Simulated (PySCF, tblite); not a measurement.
Calculations on `Cc1c(C#N)[c]ccc1F` [radical], in the order of a workflow; each names the level of the geometry that it ran on. Settings lines and outputs come from a driver script.

C₈H₅FN (doublet state).
Bonds: C1–C2, C2–C3 (aromatic), C3–C4, C4–N5 (triple), C3–C6 (aromatic), C6–C7 (aromatic), C7–C8 (aromatic), C8–C9 (aromatic), C9–F10, C2–C9 (aromatic). Hydrogens: H11, H12, H13 on C1; H14 on C7; H15 on C8.

Step 1: GFN2-xTB geometry optimisation, gas phase (tblite 0.8.0) (from a force-field or distance-geometry start)
```json
{"job": {"kind": "relax", "xc": "GFN2-xTB", "basis": "xTB"}, "charge": 0, "multiplicity": 2}
```
```
step      E/eV     max force
  0    -739.68440    2.027
  1    -739.71280    4.833
  2    -739.75351    2.136
...
 27    -739.82196    0.013
 28    -739.82198    0.011
 29    -739.82199    0.016
 30    -739.82200    0.015
 31    -739.82201    0.008
```

Energy lowered by 3.2 kcal/mol over 31 steps; largest atomic force 0.008 eV/Å at the end. «max force» is the largest atomic force in eV/Å.

Step 2: GFN2-xTB harmonic vibrations, gas phase (tblite 0.8.0) (on the GFN2-xTB geometry)
```json
{"job": {"kind": "ir", "xc": "GFN2-xTB", "basis": "xTB"}, "charge": 0, "multiplicity": 2}
```
```
(table of modes left out)
```

39 modes from 34 to 3103 cm⁻¹ (unscaled, harmonic); zero-point energy 64.2 kcal/mol; all wavenumbers are real at this level.

Step 3: UKS B3LYP, pcH-1 on C F H N, non-relativistic, mean-field spin-orbit, GIAO (PySCF 2.14.0) (on the GFN2-xTB geometry)
```json
{"job": {"kind": "epr", "basis": "pcH-1"}, "charge": 0, "multiplicity": 2}
```
```
...
E = -462.37926953 Eh   <S^2> = 0.7580 (exact 0.7500)
g shifts (ppm)      1          2          3
  rmc          -164       -164       -164
  gc             27         14        -26
  oz_so        -560       -109        747
  total        -697       -258        557
hyperfine (MHz)  atom isotope    a_iso     a_fc   dipolar eigenvalues
    0   13C       3.95       3.95     -1.24     -1.09      2.33
    1   13C      41.55      41.55     -5.96     -1.90      7.85
    2   13C      10.01      10.01    -14.30     -2.51     16.81
    3   13C      30.83      30.83     -2.25     -1.28      3.53
    4   14N      -0.39      -0.39     -1.37      0.19      1.19
    5   13C     424.80     424.80    -81.16    -62.86    144.02
    6   13C      14.80      14.80    -13.93     -1.62     15.55
    7   13C      54.69      54.69     -6.50     -1.47      7.97
    8   13C      -9.26      -9.26     -6.96      2.30      4.66
    9   19F       3.45       3.45    -20.88      5.59     15.28
   10    1H       1.68       1.68     -1.51     -0.86      2.37
   11    1H       6.59       6.59     -1.21     -0.57      1.78
   12    1H       1.67       1.67     -1.51     -0.86      2.37
   13    1H      57.73      57.73     -6.94     -5.79     12.73
   14    1H      13.14      13.14     -3.08     -2.45      5.53
```

⟨S²⟩ 0.758; g_iso 2.0022. rmc, gc and oz_so are the mass-correction, gauge-correction and orbital-Zeeman/spin–orbit parts of the g shift along its three principal axes; a_iso is the isotropic hyperfine coupling and a_fc its Fermi-contact part. The log counts atoms from 0, this text from 1.

Problem. Which step took the most CPU time, and about what did each take on an Intel Xeon at 2.50 GHz with one thread, no GPU, on a shared host?

Solution. Step 3, about 99 % of the total. CPU time by step: 1: 0.58 s, 2: 1.5 s, 3: 3.4 min.

Geometry of the electronic-property runs (GFN2-xTB):
```
atom  x, y, z in Å
C1    -1.699   -1.059    0.004
C2    -0.397   -0.329   -0.024
C3    -0.320    1.029    0.357
C4    -1.490    1.708    0.769
N5    -2.440    2.254    1.104
C6     0.899    1.653    0.312
C7     2.068    1.072   -0.073
C8     2.012   -0.267   -0.450
C9     0.793   -0.927   -0.417
F10    0.772   -2.226   -0.790
H11   -2.113   -1.057    1.013
H12   -1.566   -2.087   -0.322
H13   -2.423   -0.570   -0.648
H14    3.001    1.611   -0.089
H15    2.897   -0.796   -0.767
```

 (This holds for the electronic-property runs.)
